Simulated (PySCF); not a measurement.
## Exercise with solution: chemical shift, span and skew from a shielding tensor

silene (CH4Si), SMILES C=[SiH2]. Atoms are numbered in the order given.

```xyz
6

C      0.0000     0.0000    -1.1527
Si     0.0000     0.0000     0.5494
H      0.0000    -0.9164    -1.7315
H      0.0000     0.9164    -1.7315
H      0.0000     1.2457     1.3439
H      0.0000    -1.2457     1.3439
```

Coordinates come from a r2SCAN-D4/def2-TZVP optimisation.

GIAO shieldings from PBE/pcSseg-2 (PySCF), non-relativistic, no solvent. The symmetric part of the tensor of Si2 has the principal values 47.6, 346.2, 375.2 ppm. The same nucleus in TMS has σ = 324.1 ppm at this level (PySCF, at its B3LYP-D3(BJ)/def2-TZVP geometry).

Question: Work out the isotropic shielding, the ²⁹Si shift against TMS, the span and the skew.

Answer: 
σ(iso) = (σ11 + σ22 + σ33)/3 = 256.3 ppm. δ = σ(ref) − σ(iso) = 324.1 − (256.3) = 67.8 ppm.
Span Ω = σ33 − σ11 = 327.6 ppm. Skew κ = 3(σ(iso) − σ22)/Ω = -0.82. Tumbling in solution averages the tensor to δ; in a static solid the shielding alone would spread this spin-1/2 line over Ω.
